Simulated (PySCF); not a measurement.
Species: C₅H₄ClF₂ (doublet state).
Z-matrix (Å and degrees, GFN2-xTB geometry), rows numbered from 1:
```
C 
C   1  1.4521
C   2  1.3328  1  152.30
C   2  1.4499  1  144.94  3   174.84
C   4  1.4044  2  140.10  3   128.62
F   5  1.3344  4  116.41  2  -160.08
F   5  1.3363  4  115.89  2    71.92
Cl  5  2.0197  4  109.43  2   -43.66
H   1  1.0877  2  111.39  3     8.53
H   1  1.0911  2  108.62  3  -112.43
H   1  1.0901  2  109.85  3   130.65
H   3  1.0614  2  151.56  4  -176.50
```

The hyperfine couplings belong to this conformer and change with its torsions.

As a line formula: `C[C]1C=C1C(F)(F)Cl` [radical].

Computed with UKS B3LYP, pcH-1 on C Cl F H, non-relativistic, mean-field spin-orbit, GIAO in PySCF. Isolated species at its GFN2-xTB geometry (one conformer only). Couplings are sensitive to structure, and on GFN2-xTB geometries they can be far from those on DFT ones. Stability of the SCF solution: not tested.

Question: Break the g tensor into its mass correction, gauge correction and orbital-Zeeman/spin–orbit terms.

Answer: 
| Δg (ppt) | 1 | 2 | 3 |
| --- | --- | --- | --- |
| relativistic mass correction | -0.20 | -0.20 | -0.20 |
| gauge correction | 0.01 | 0.03 | 0.04 |
| orbital Zeeman/spin–orbit | -0.01 | 5.96 | 9.07 |
| total | -0.20 | 5.79 | 8.92 |

So g = 2.00212, 2.00811, 2.01124 and g_iso = 2.00716; the tensor is rhombic: the two nearest values differ by 34 % of g3 − g1. Axes: g3 points within 12° of the C2–C3 bond.

Question: What are the electron Larmor frequencies g μB B/h along the three axes at 1200 mT?

Answer: 33.6266, 33.7273, 33.7797 GHz for g1, g2 and g3, a range of 153.1 MHz.

Question: At 9.329 GHz, how far is the centre of the isotropic spectrum from where a free electron (g = 2.002319) resonates?

Answer: B = hν/(g μB) with μB/h = 13.99624 MHz/mT gives 332.88 mT for the free electron and 332.08 mT at g_iso, 0.80 mT lower.

Question: Average each term over the three axes. Which is largest in size?

Answer: The orbital-Zeeman/spin–orbit term 5.01, the mass correction -0.20 and the gauge correction 0.02 ppt, for a total of 4.84 ppt. The orbital-Zeeman/spin–orbit term is the largest in size. The mass correction is the same along every axis, so the anisotropy comes from the other two: their spans along these axes are 0.03 (gauge) and 9.08 ppt (orbital Zeeman/spin–orbit).

Question: In a frozen sample, at which fields do the three g values resonate at 9.5, 34, 94 and 263 GHz (hyperfine left aside), and which band first spreads them over more than twice a line width of 0.5 mT?

Answer: 
| band | GHz | B(g3) mT | B(g2) mT | B(g1) mT | spread mT |
| --- | --- | --- | --- | --- | --- |
| X | 9.5 | 337.48 | 338.01 | 339.02 | 1.54 |
| Q | 34.0 | 1207.83 | 1209.70 | 1213.32 | 5.50 |
| W | 94.0 | 3339.28 | 3344.47 | 3354.48 | 15.20 |
| J | 263.0 | 9342.89 | 9357.41 | 9385.42 | 42.53 |

The spread grows in proportion to the frequency. X band is the first where it exceeds 1.0 mT.

The Mulliken spin populations are largest on C4 (+0.59), Cl8 (+0.19) and C3 (+0.15). The angles at C4 add up to 335.2°, so it is pyramidal.

The HOMO–LUMO gaps are 4.03 eV among the α and 5.04 eV among the β orbitals.

The SMILES draws the unpaired electron on C2; the largest computed Mulliken spin population is on C4 (0.59 against 0.05).
